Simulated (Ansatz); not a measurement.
```yaml
crystal:
  periodic: [false, false, false]
  atoms:
    - {symbol: C, position_ang: [10.058069, -0.260374, -0.057559]}
    - {symbol: C, position_ang: [9.382105, 0.729612, 0.663068]}
    - {symbol: C, position_ang: [7.986948, 0.765854, 0.671224]}
    - {symbol: C, position_ang: [7.233669, -0.187600, -0.041414]}
    - {symbol: C, position_ang: [5.754842, -0.149468, -0.032951]}
    - {symbol: C, position_ang: [5.008714, -0.510963, -1.171031]}
    - {symbol: C, position_ang: [3.616743, -0.473061, -1.163879]}
    - {symbol: C, position_ang: [2.902912, -0.075696, -0.016673]}
    - {symbol: C, position_ang: [1.426117, -0.037425, -0.008228]}
    - {symbol: C, position_ang: [0.693947, -0.341461, 1.155864]}
    - {symbol: C, position_ang: [-0.697829, -0.306113, 1.163527]}
    - {symbol: C, position_ang: [-1.426677, 0.036681, 0.008124]}
    - {symbol: C, position_ang: [-2.903411, 0.075090, 0.016592]}
    - {symbol: C, position_ang: [-3.649614, -0.266927, -1.128135]}
    - {symbol: C, position_ang: [-5.041581, -0.229972, -1.120373]}
    - {symbol: C, position_ang: [-5.754961, 0.149280, 0.032942]}
    - {symbol: C, position_ang: [-7.233609, 0.187795, 0.041430]}
    - {symbol: C, position_ang: [-7.953899, 0.583078, -1.102775]}
    - {symbol: C, position_ang: [-9.349142, 0.619244, -1.094517]}
    - {symbol: C, position_ang: [-10.056928, 0.261484, 0.057686]}
    - {symbol: C, position_ang: [-9.355559, -0.133194, 1.201728]}
    - {symbol: C, position_ang: [-7.960336, -0.169791, 1.193943]}
    - {symbol: C, position_ang: [-5.009671, 0.490628, 1.177870]}
    - {symbol: C, position_ang: [-3.617667, 0.455123, 1.169688]}
    - {symbol: C, position_ang: [-0.694292, 0.341583, -1.155656]}
    - {symbol: C, position_ang: [0.697426, 0.304624, -1.163938]}
    - {symbol: C, position_ang: [3.649368, 0.283858, 1.122212]}
    - {symbol: C, position_ang: [5.041435, 0.249745, 1.113467]}
    - {symbol: C, position_ang: [7.928662, -1.178395, -0.762289]}
    - {symbol: C, position_ang: [9.323837, -1.214061, -0.770082]}
    - {symbol: H, position_ang: [11.151467, -0.288555, -0.063795]}
    - {symbol: H, position_ang: [9.946153, 1.487784, 1.214839]}
    - {symbol: H, position_ang: [7.469674, 1.561991, 1.214888]}
    - {symbol: H, position_ang: [5.530994, -0.809509, -2.084761]}
    - {symbol: H, position_ang: [3.068869, -0.776327, -2.060887]}
    - {symbol: H, position_ang: [1.225681, -0.649990, 2.060529]}
    - {symbol: H, position_ang: [-1.234723, -0.587327, 2.074011]}
    - {symbol: H, position_ang: [-3.128642, -0.605130, -2.028671]}
    - {symbol: H, position_ang: [-5.590817, -0.538245, -2.014998]}
    - {symbol: H, position_ang: [-7.409074, 0.891837, -2.000076]}
    - {symbol: H, position_ang: [-9.887502, 0.940418, -1.991521]}
    - {symbol: H, position_ang: [-11.150364, 0.290002, 0.063996]}
    - {symbol: H, position_ang: [-9.899556, -0.426135, 2.104969]}
    - {symbol: H, position_ang: [-7.421976, -0.506751, 2.084980]}
    - {symbol: H, position_ang: [-5.531760, 0.826726, 2.078670]}
    - {symbol: H, position_ang: [-3.069446, 0.765460, 2.064082]}
    - {symbol: H, position_ang: [-1.226303, 0.650524, -2.059986]}
    - {symbol: H, position_ang: [1.234064, 0.585378, -2.074737]}
    - {symbol: H, position_ang: [3.128237, 0.614755, 2.025359]}
    - {symbol: H, position_ang: [5.588831, 0.520690, 2.021077]}
    - {symbol: H, position_ang: [7.364852, -1.946648, -1.299770]}
    - {symbol: H, position_ang: [9.841717, -2.000115, -1.328063]}
basis:
  gaussian: {orbitals: pcseg-2, fitting: {mean_field: def2-universal-jkfit}}
total_charge: -1
magnetization: {spin_polarized: false, initial_magnetization: 1}
hamiltonian: {xc: {name: revPBE0}, dispersion: d3bj}
```

```sh
$ ansatz run in.yaml --threads 2 --pin off --events-out ev --progress --plain --max-ram 32768MiB --backend cuda --devices 0, --max-vram 18GiB
```

Shortened log:

```
Functional definition: revPBE0
2646 factors; integrals over basis functions are off by at most 1.0e0 eV
mean field evaluation 1: about -31434.4725 eV, gradient 1.1e2 eV
mean field evaluation 2: about -31434.4407 eV, gradient 1.1e2 eV
mean field evaluation 4: about -31465.6072 eV, gradient 1.7e1 eV
mean field evaluation 8: about -31466.4941 eV, gradient 1.3e0 eV
mean field evaluation 16: about -31466.5036 eV, gradient 2.6e-3 eV
mean field evaluation 32: about -31465.6204 eV, gradient 6.1e0 eV
mean field -31466.50361577 eV, -1156.3726791174 hartree, gradient 3.2e-5 eV, S^2 0.750000; 8 other end points of the search recorded, 0 dependent functions left out
reference -31466.50373507 eV, -1156.3726835015 hartree; 102, 101 occupied and 1106, 1107 virtual orbitals, 2646 factors
Total energy: -31470.67283614 eV, -1156.5258951398 hartree
```

It took 72 s on 2 threads of AMD EPYC 7R13 on a shared host and a share (18 GiB) of an NVIDIA H100 80GB HBM3, peak host memory 1.8 GiB.

The highest occupied level of an anion often lies above zero with these methods, and sets without diffuse functions describe the outer electron poorly.

With spin_polarized false and unpaired electrons the run is restricted open-shell.
